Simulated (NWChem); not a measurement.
System: CrNH2SOF; SMILES [Cr](=[NH])([F])([OH])=[S]

```xyz
7

Cr    -0.0087     0.2163     0.0377
N      0.0513     0.8797    -1.3940
H      0.1754     0.6956    -2.3941
S      0.1916    -1.7303    -0.1814
F      1.2661     0.8501     0.9800
O     -1.5360     0.5677     0.7561
H     -2.0343     1.2880     0.3462
```
Atoms are numbered in this order, from 1.

Level: PBE0/def2-SVP (NWChem), optimised geometry, unscaled harmonic frequencies. 

Task: List the harmonic frequencies with IR intensities, and the thermochemistry.

Result: 
```
frequency (cm⁻¹)  IR intensity (km/mol)
----------------  ---------------------
223                                 1.6
238                                 1.8
272                                 1.7
293                                17.6
315                                15.9
414                                62.6
540                               157.3
575                               119.9
619                                 7.2
756                               172.8
772                               230.0
852                                31.0
1100                               92.4
3557                              172.3
3867                              223.5
```

```yaml
zero_point_energy: 20.6 kcal/mol
thermal correction to the enthalpy at 298.15 K (with zero-point energy): 25.1 kcal/mol
heat capacity Cv: 21.5 cal/(mol K)
entropy at 298.15 K and 1 atm (symmetry number 1): 78.8 cal/(mol K)
dipole_moment: 3.52 D
```

Rigid rotor and harmonic oscillator.
